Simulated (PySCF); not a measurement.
CHOS, SMILES C(=[OH+])=S, charge +1. Atoms are numbered in the order given.

```xyz
4

O     -0.1074    -1.6248     0.0000
C      0.0051    -0.3989     0.0000
S      0.0082     1.0989     0.0000
H      0.6974    -2.1907     0.0000
```
Charge +1, spin multiplicity 1.

The structure is a stationary point at B3LYP-D3(BJ)/def2-TZVP. The isomer is the one that the SMILES or the coordinates give; other isomers of the formula were not compared.

Calculation: KT2/pcSseg-2 run with PySCF.

GIAO shieldings, no solvent; atoms alike by connectivity are averaged. δ = σ(ref) − σ: ¹⁷O against H2O (σ = 324.0 ppm); ¹³C against TMS (σ = 184.2 ppm); ³³S against H2S (σ = 720.7 ppm); ¹H against TMS (σ = 31.47 ppm), references at their B3LYP-D3(BJ)/def2-TZVP geometries, non-relativistic.

Computed chemical shifts:
```csv
nucleus,atoms,count,δ (ppm)
¹⁷O,O1,1,128.2
¹³C,C2,1,150.9
³³S,S3,1,77.2
¹H,H4,1,8.72
```
